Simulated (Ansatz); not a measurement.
SiOBr₂, SMILES O=[Si](Br)Br.

Geometry: B3LYP-D3(BJ)/def2-SVP.

Two levels are set side by side: PBE/def2-TZVPD (Ansatz, a program for electronic structure) and PBE0/def2-TZVPD (Ansatz). Energy differences of separate SCF runs at the same geometry; the states with an electron removed or added have multiplicity 2 and 2. Differences are taken from unrounded values.

```
quantity                             PBE
---------------------------------  -----
vertical ionisation energy (eV)    10.34
vertical electron affinity (eV)     0.94
vertical singlet–triplet gap (eV)   3.96
```

**Question.** These are the PBE values. What does PBE0 give? (Estimate from the structure and the level; the computed values follow.)

**Answer.** 
| quantity | PBE0 | PBE minus PBE0 |
|---|---|---|
| vertical ionisation energy (eV) | 10.67 | -0.33 |
| vertical electron affinity (eV) | 0.87 | 0.06 |
| vertical singlet–triplet gap (eV) | 4.24 | -0.27 |
